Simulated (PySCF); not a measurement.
CH₇FSiSn.
Structure used (PBE0-D3(BJ)/def2-SVP), in Å, numbered top down from 1:
```
atom  x, y, z in Å
F1     1.9167    1.8602   -0.1478
Sn2    1.7282   -0.0605    0.1178
C3    -0.2168   -0.5459   -0.6416
Si4   -1.6415    0.2494    0.2920
H5     2.9997   -0.7564   -0.7953
H6     1.8819   -0.2859    1.8079
H7    -0.2287   -0.2374   -1.6997
H8    -0.3112   -1.6446   -0.6182
H9    -1.6128   -0.1908    1.7216
H10   -2.9567   -0.1504   -0.2985
H11   -1.5222    1.7367    0.2491
```

Method: PBE0-D3(BJ)/def2-SVP geometry optimisation, gas phase, def2 core potentials past Kr in PySCF 2.14.0.

Masses are those of the commonest isotopes; rigid-rotor values at the optimised geometry. The values belong to one conformer with, in the numbering `[F:1][SnH2:2][CH2:3][SiH3:4]`, F1–Sn2–C3–Si4 -64°.

Q: What are A, B and C (cm⁻¹)?

A: Ia = 92.33, Ib = 348.99, Ic = 403.60 u·Å²; 505379 MHz·u·Å²/I gives 5474, 1448 and 1252 MHz, that is A = 0.18259, B = 0.04830, C = 0.04177 cm⁻¹.

Q: What kind of rotor is it?

A: A near-prolate asymmetric top. Ray's parameter κ = (2B − A − C)/(A − C) = -0.907; −1 is the prolate and +1 the oblate limit.

Q: What does the inertial defect say?

A: Not planar: Δ = Ic − Ia − Ib = -37.72 u·Å². For a rigid frame Δ = −2 Σ m c², so Σ m c² = 18.86 u·Å² lies off the ab plane: 10.32 from hydrogen and 8.54 from heavier atoms. The atom farthest from that plane is 1.79 Å away.

Q: Give the other two planar moments, Paa and Pbb, and the rms extents of the mass along the axes.

A: Paa = Σ m a² = (Ib + Ic − Ia)/2 = 330.13 and Pbb = Σ m b² = (Ia + Ic − Ib)/2 = 73.47 u·Å². With the mass M = 185.93 u, the rms extents √(P/M) along a, b and c are 1.33, 0.63, 0.32 Å.

Q: Where do the levels up to J = 2 lie, in MHz?

A: Above 0(0,0):
J = 1: 1(0,1) 2700, 1(1,1) 6726, 1(1,0) 6922
J = 2: 2(0,2) 8094, 2(1,2) 11931, 2(1,1) 12519, 2(2,1) 24596, 2(2,0) 24603
The levels of one J sum to (2J + 1)J(J + 1)(A + B + C)/3.

Q: Which types of transition are allowed, and where do some lines up to J = 2 fall?

A: The dipole components are |μa| = 0.52 D, |μb| = 3.00 D, |μc| = 0.27 D. Intensities carry the squares of the components, which stand as 0.03 : 1.00 : 0.01 (a : b : c). Some lines, for components of 0.1 D or more:

| type | branch | J(Ka,Kc) | MHz | lower level (cm⁻¹) |
| --- | --- | --- | --- | --- |
| a | Q | 2(1,1) ← 2(1,2) | 588 | 0.398 |
| b | R | 2(0,2) ← 1(1,1) | 1368 | 0.224 |
| a | R | 1(0,1) ← 0(0,0) | 2700 | 0.000 |
| c | Q | 2(1,2) ← 2(0,2) | 3837 | 0.270 |
| c | Q | 1(1,1) ← 1(0,1) | 4026 | 0.090 |
| b | Q | 1(1,0) ← 1(0,1) | 4222 | 0.090 |
| b | Q | 2(1,1) ← 2(0,2) | 4425 | 0.270 |
| a | R | 2(1,2) ← 1(1,1) | 5205 | 0.224 |
| a | R | 2(0,2) ← 1(0,1) | 5394 | 0.090 |
| a | R | 2(1,1) ← 1(1,0) | 5597 | 0.231 |
| b | R | 1(1,1) ← 0(0,0) | 6726 | 0.000 |
| c | R | 1(1,0) ← 0(0,0) | 6922 | 0.000 |
| b | R | 2(1,2) ← 1(0,1) | 9230 | 0.090 |
| c | R | 2(1,1) ← 1(0,1) | 9818 | 0.090 |
| c | Q | 2(2,1) ← 2(1,1) | 12077 | 0.418 |
| b | Q | 2(2,0) ← 2(1,1) | 12084 | 0.418 |
| b | Q | 2(2,1) ← 2(1,2) | 12665 | 0.398 |
| b | R | 2(2,1) ← 1(1,0) | 17674 | 0.231 |
| c | R | 2(2,0) ← 1(1,0) | 17681 | 0.231 |
| c | R | 2(2,1) ← 1(1,1) | 17870 | 0.224 |
| b | R | 2(2,0) ← 1(1,1) | 17877 | 0.224 |

Q: Estimate the classical rotational partition function at 25 K, 100 K and 298.15 K.

A: Point group C1, symmetry number σ = 1; q = (√π/σ)·√((kT/h)³/(ABC)), k/h = 20836.6 MHz/K: 6690 at 25 K, 53500 at 100 K, 275000 at 298.15 K.

Not checked by PBE0-D3(BJ)/def2-SVP frequencies. Zero-point vibration and centrifugal distortion are left out. A rigid rotor knows nothing of internal rotation, which can split or shift real lines.
